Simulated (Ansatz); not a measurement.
# Relative stability

The two ends of one reaction step of BH₄SBr, closed shell (PBE0-D4/def2-TZVP).

A:

```csv
atom,x (Å),y (Å),z (Å)
B1,-0.7576,-0.3452,-0.1328
S2,1.0677,0.2326,-0.6559
H3,-0.7057,-1.5264,-0.3348
H4,-1.4387,0.2951,-0.8843
H5,1.7865,-0.2587,0.3716
Br6,-1.0368,0.1218,1.7867
H7,1.0846,1.4808,-0.1506
```

B:

```
7
angstrom
B -0.6080 -0.3492 -1.1289
S 1.0460 0.0417 -0.6258
H -0.8908 -1.5055 -1.1119
H -1.3675 0.5028 -1.4618
H 0.5606 -0.0664 1.8363
Br 0.2590 -0.0040 3.2337
H 1.0007 1.3807 -0.7416
```

Program: Ansatz 0.2.0. Basis: def2-TZVPP. Cores are frozen in the correlated methods. Filled d shells of the heavier atoms are correlated. The def2 sets are not built for correlating such inner shells, so the correlated values are less sure here. B3LYP uses VWN-RPA correlation.

(1) Which structure is lower at CCSD(T), and by how much? (To be estimated.)

(2) Do the other methods give the same order? (A judgement: the text doesn't fix the answer.)

T1 diagnostic: at most 0.011.

Answers

(1) The calculation gives: A, by 22.1 kJ/mol (electronic energy, against the other). By their contacts, A is BH₄SBr ([SH2][BH2][Br]) and B is a complex of BH₃S ([BH2][SH]) + HBr.

(2) By the calculation: Not all: HF gives the other order.

```
      method  E(B) − E(A) (kJ/mol)
       SPW92                  56.8
      PBE-D4                  34.4
     BLYP-D4                  15.3
   r2SCAN-D4                  31.9
      B97M-V                  16.6
     PBE0-D4                  35.8
    B3LYP-D4                  18.3
  r2SCAN0-D4                  34.0
    BHLYP-D4                  19.4
CAM-B3LYP-D4                  20.3
     wB97X-V                  27.9
     wB97M-V                  27.2
      B2PLYP                  17.5
    PBE-QIDH                  35.4
  RPA on PBE                  16.9
          HF                  -6.1
         MP2                  30.4
        CCSD                  18.7
     CCSD(T)                  22.1
```

Labels in which every atom is bracketed show which atoms are joined, not bond orders.

For scale, one of the runs: CCSD(T)/def2-TZVPP, 177 basis functions (an equivalent command: `ansatz run in.yaml --threads 2`). Hardware: 2 CPU threads, shared host. Wall time 67 s; peak host memory 1.6 GiB.
